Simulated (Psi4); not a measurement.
HB (SMILES [BH]), singlet, geometry from GFN2-xTB; PBE0/STO-3G run with Psi4.

Input for Psi4:
```
memory 2 GB

molecule mol {
0 1
B    -0.000000   -0.000000   -0.194172
H     0.000000    0.000000    0.970862
}

set {
  basis sto-3g
  reference rks
  dft_spherical_points 194
}

energy('pbe0')
print_variables()
```

The log (banner, timings and long lists left out):

```
   => Loading Basis Set <=

    Name: STO-3G
    Role: ORBITAL
    Keyword: BASIS

         ---------------------------------------------------------
                                   SCF
               by Justin Turney, Rob Parrish, Andy Simmonett
                          and Daniel G. A. Smith
                              RKS Reference
         ---------------------------------------------------------

  ==> Geometry <==

    Molecular point group: c2v
    Full point group: C_inf_v

    Geometry (in Angstrom), charge = 0, multiplicity = 1:

       Center              X                  Y                   Z               Mass
    ------------   -----------------  -----------------  -----------------  -----------------
         B            0.000000000000     0.000000000000    -0.097706389985    11.009305360000
         H            0.000000000000     0.000000000000     1.067327610015     1.007825032230

  Running in c2v symmetry.

  Rotational constants: A = ************  B =     13.45163  C =     13.45163 [cm^-1]
  Rotational constants: A = ************  B = 403269.81342  C = 403269.81342 [MHz]
  Nuclear repulsion =    2.271080546447572

  Charge       = 0
  Multiplicity = 1
  Electrons    = 6
  Nalpha       = 3
  Nbeta        = 3

  ==> Algorithm <==

  SCF Algorithm Type is DF.
  DIIS enabled.
  MOM disabled.
  Fractional occupation disabled.
  Guess Type is SAD.
  Energy threshold   = 1.00e-06
  Density threshold  = 1.00e-06
  Integral threshold = 1.00e-12

  ==> Primary Basis <==

  Basis Set: STO-3G
    Blend: STO-3G
    Number of shells: 4
    Number of basis functions: 6
    Number of Cartesian functions: 6
    Spherical Harmonics?: true
    Max angular momentum: 1

  ==> DFT Potential <==

   => LibXC <=

    Version 7.1.2
    S. Lehtola, C. Steigemann, M. J. T. Oliveira, and M. A. L. Marques,  SoftwareX 7, 1–5 (2018) (10.1016/j.softx.2017.11.002)

   => Composite Functional: PBE0 <=

    PBE0 Hyb-GGA Exchange-Correlation Functional

    C. Adamo and V. Barone,  J. Chem. Phys. 110, 6158 (1999) (10.1063/1.478522)
    M. Ernzerhof and G. E. Scuseria,  J. Chem. Phys. 110, 5029 (1999) (10.1063/1.478401)

    Deriv               =              1
    GGA                 =           TRUE
    Meta                =          FALSE

    Exchange Hybrid     =           TRUE
    MP2 Hybrid          =          FALSE

   => Exchange Functionals <=

    0.7500   Perdew, Burke & Ernzerhof

   => Exact (HF) Exchange <=

    0.2500               HF

[...]
   @DF-RKS iter   1:   -24.86724544258667   -5.41296e-01   1.43969e-02 ADIIS/DIIS
   @DF-RKS iter   2:   -24.87042840464812   -3.18296e-03   2.57410e-03 ADIIS/DIIS
   @DF-RKS iter   3:   -24.87053695361394   -1.08549e-04   5.06256e-04 ADIIS/DIIS
   @DF-RKS iter   4:   -24.87054085646384   -3.90285e-06   6.04477e-06 DIIS
   @DF-RKS iter   5:   -24.87054085674792   -2.84075e-10   6.42716e-09 DIIS
  Energy and wave function converged.

  ==> Post-Iterations <==

   Electrons on quadrature grid:
      Ntotal   =    6.0000020791 ; deviation = 2.079e-06

    Orbital Energies [Eh]
    ---------------------

    Doubly Occupied:

[...]
    Virtual:

[...]
    Final Occupation by Irrep:
             A1    A2    B1    B2
    DOCC [     3,    0,    0,    0 ]
    NA   [     3,    0,    0,    0 ]
    NB   [     3,    0,    0,    0 ]

  @DF-RKS Final Energy:   -24.87054085674792

   => Energetics <=

    Nuclear Repulsion Energy =              2.2710805464475716
    One-Electron Energy =                 -37.7165886521717013
    Two-Electron Energy =                  13.9247454557792665
    DFT Exchange-Correlation Energy =      -3.3497782068030557
    Empirical Dispersion Energy =           0.0000000000000000
    VV10 Nonlocal Energy =                  0.0000000000000000
    Total Energy =                        -24.8705408567479189

Computation Completed

Properties will be evaluated at   0.000000,   0.000000,   0.000000 [a0]

Properties computed using the SCF density matrix

 Multipole Moments:

 ------------------------------------------------------------------------------------
     Multipole            Electronic (a.u.)      Nuclear  (a.u.)        Total (a.u.)
 ------------------------------------------------------------------------------------

 L = 1.  Multiply by 2.5417464519 to convert [e a0] to [Debye]
 Dipole X            :          0.0000000            0.0000000            0.0000000
 Dipole Y            :          0.0000000            0.0000000            0.0000000
 Dipole Z            :         -0.6861909            1.0937653            0.4075744
 Magnitude           :                                                    0.4075744

 ------------------------------------------------------------------------------------

  Variable Map:
  ----------------------------------------------------------------------------
[...]
  Array Variable Map:
  ----------------------------------------------------------------------------
[...]
[...]
```
